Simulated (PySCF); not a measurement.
## Correlation energy of Br³⁺ (bromine, charge +3)

[Ar] 3d10 4s2 4p2, high-spin 3P determinant. Calculation: PySCF 2.14, in def2-SVP (5s4p3d, 32 functions); no relativity, point nucleus. Frozen: [Ar] 3d10; 4 electrons correlated.

MP2 pair energies summed by pair of shells (mhartree):

```
 pair  energy  share (%)
4s-4p  -29.61       61.2
4s-4s  -13.80       28.5
4p-4p   -4.96       10.3
```

Total MP2 correlation energy: -48.37 mhartree.

Same-spin part -7.50 and opposite-spin part -40.87 mhartree; SCS-MP2 scales them by 1/3 and 6/5 to -51.55 mhartree.

| level | correlation energy (mhartree) |
| --- | --- |
| CCSD | -66.40 |
| (T) | -0.66 |
| CCSD(T) | -67.06 |

Diagnostics: T1 = 0.0058, D1 = 0.0159, largest double amplitude 0.097.

Task: Is a single reference adequate?

Result: Mostly. T1 lies below 0.03, but a double amplitude of this size points to a near-degeneracy that CCSD handles and MP2 describes poorly.
